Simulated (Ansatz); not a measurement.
The cluster Hg2Br4⁻. Total charge -1; doublet. Geometry r2SCAN-D4/def2-SVPD, basis def2-SVP, Ansatz.

Cartesian coordinates in Å:
```
Hg 0.8172 0.3632 1.2252
Hg -0.5048 -0.4825 -1.2462
Br -1.9986 0.8201 0.8856
Br -1.0019 -2.9737 -1.1053
Br 2.5054 0.9440 3.1430
Br 0.1827 1.3289 -2.9023
```

```tsv
run	HOMO (eV)	LUMO (eV)
A	-1.36	-1.03
B	-1.80	-1.53
C	-1.61	-1.24
D	-1.96	-1.33
E	-2.60	-0.73
```

In the def2 sets Hg takes a core potential; there is no spin–orbit coupling. Another isomer (doublet) lies 0.10 eV lower at PBE0-D4/def2-SVP; other spin states weren't run for this one.

HOMO and LUMO are taken over both spins.

The runs used BLYP, LDA (SPW92), PBE, PBE0, r2SCAN. Estimate which is which.

A BLYP (0 % exact exchange); B LDA (SPW92) (0 % exact exchange); C PBE (0 % exact exchange); D r2SCAN (0 % exact exchange); E PBE0 (25 % exact exchange). Exact exchange lowers occupied and raises empty levels; among semilocal functionals meta-GGAs tend to open the gap a little, and such runs are hard to tell apart. The gap grows from 0.28 eV (LDA (SPW92)) to 1.87 eV (PBE0).
